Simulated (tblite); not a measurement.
Isomers of C7H8NOP. Computed values, GFN2-xTB/tblite, gas phase, harmonic and unscaled. This tight-binding method is rough: wavenumbers can miss measured ones by several per cent, in bad cases by 10 to 20. One conformer each.

Electronic energies: GFN2-xTB at the same geometries; isomer energies are rough at this level and their order can be wrong.

```csv
SMILES,"electronic energy, lowest = 0 (kJ/mol)"
CC(C)c1occ(C#N)p1,42.1
CC(=O)c1cpcc(C)n1,6.7
CC(=O)c1nc(C)ccp1,0.0
```

Problem. How do GFN2-xTB zero-point energies change the relative energies?

Solution. 
```
           SMILES  ZPE (kJ/mol)  of it from modes above 1550 cm⁻¹  electronic (kJ/mol)  with ZPE, lowest = 0 (kJ/mol)  lowest mode (cm⁻¹)  rings
CC(=O)c1nc(C)ccp1         349.1                             155.7                  0.0                            0.0                  39      1
CC(=O)c1cpcc(C)n1         348.9                             156.0                  6.7                            6.5                  28      1
CC(C)c1occ(C#N)p1         354.3                             159.4                 42.1                           47.3                 14i      1
```

The zero-point energies span 5.4 kJ/mol, from `CC(=O)c1cpcc(C)n1` to `CC(C)c1occ(C#N)p1`. Slightly imaginary modes are left out of the zero-point energy: `CC(C)c1occ(C#N)p1` 13.8i cm⁻¹. The order is unchanged.
